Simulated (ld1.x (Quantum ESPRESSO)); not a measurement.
# u(r) = r·R(r): atom against pseudo-atom (Nb)

Columns: radius, all-electron u(r) and pseudo u(r) of the 5s shell (level -3.90 eV) of niobium in the configuration [Kr] 4d4 5s1 5p0; revPBE, scalar-relativistic, RRKJ scheme, ld1.x (Quantum ESPRESSO) 7.5.

| r (bohr) | all-electron | pseudo |
| --- | --- | --- |
| 0.210 | 0.0495 | 0.0157 |
| 0.420 | 0.1113 | 0.0331 |
| 0.630 | -0.1314 | 0.0540 |
| 0.840 | -0.2573 | 0.0805 |
| 1.050 | -0.2262 | 0.1148 |
| 1.260 | -0.1045 | 0.1589 |
| 1.470 | 0.0463 | 0.2141 |
| 1.680 | 0.1908 | 0.2792 |
| 1.890 | 0.3133 | 0.3503 |
| 2.100 | 0.4093 | 0.4205 |
| 2.310 | 0.4801 | 0.4819 |
| 2.520 | 0.5285 | 0.5285 |
| 2.730 | 0.5583 | 0.5583 |
| 2.940 | 0.5729 | 0.5729 |
| 3.150 | 0.5753 | 0.5753 |
| 3.360 | 0.5681 | 0.5681 |
| 3.570 | 0.5534 | 0.5534 |
| 3.780 | 0.5332 | 0.5332 |
| 3.990 | 0.5090 | 0.5090 |
| 4.200 | 0.4822 | 0.4822 |
| 4.410 | 0.4539 | 0.4539 |
| 4.620 | 0.4249 | 0.4249 |
| 4.830 | 0.3960 | 0.3960 |
| 5.040 | 0.3676 | 0.3676 |
| 5.250 | 0.3403 | 0.3403 |
| 5.460 | 0.3141 | 0.3141 |

**Question.** How many radial nodes do the two functions have?

**Answer.** The all-electron 5s function has n − l − 1 = 4 (the table is too coarse to show those close to the nucleus); the pseudo-wave has 0, since the states of the same l below it are removed with the core.

**Question.** At about which radius was the pseudo-wave matched?

**Answer.** 3.05 bohr. The columns agree to 0.0005 from 2.52 bohr on; several derivatives are matched, so the curves merge somewhat inside the radius.

**Question.** Is the pseudo-wave norm-conserving?

**Answer.** Yes: the RRKJ scheme keeps the norm inside the radius equal to the all-electron one, which fixes the energy derivative of the logarithmic derivative at the level.
